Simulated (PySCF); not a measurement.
PBE0 on C⁻ (carbon, charge -1), [He] 2s2 2p3, high-spin 4S determinant. All numbers are calculated (PySCF 2.14, the non-relativistic Hamiltonian (point nucleus), in dyall-acv3z).

```
cycle= 1 E= -37.8594619994289  delta_E= -0.00426  |g|= 0.0152  |ddm|= 0.127
cycle= 2 E= -37.8594076952518  delta_E= 5.43e-05  |g|= 0.0173  |ddm|= 0.0296
cycle= 3 E= -37.8596563741732  delta_E= -0.000249  |g|= 0.00245  |ddm|= 0.02
cycle= 4 E= -37.8596618586869  delta_E= -5.48e-06  |g|= 0.000236  |ddm|= 0.00312
cycle= 5 E= -37.8596619383278  delta_E= -7.96e-08  |g|= 2.39e-05  |ddm|= 0.000571
cycle= 6 E= -37.8596619388686  delta_E= -5.41e-10  |g|= 1.79e-06  |ddm|= 3.65e-05
converged SCF energy = -37.8596619388686  <S^2> = 3.7526579  2S+1 = 4.0013287
```

Highest occupied orbital energy: 0.838 eV; ⟨L²⟩ = 0.00; populations by l: s 4.00, p 3.00, d 0.00, f 0.00.

(1) Can this result be used?

## Answers

(1) With care. Self-consistency was reached. At PBE0 the highest occupied level has a positive energy, so only the finite basis holds that electron; in a semilocal or global hybrid functional this comes from self-interaction and does not mean that the real anion is unbound.
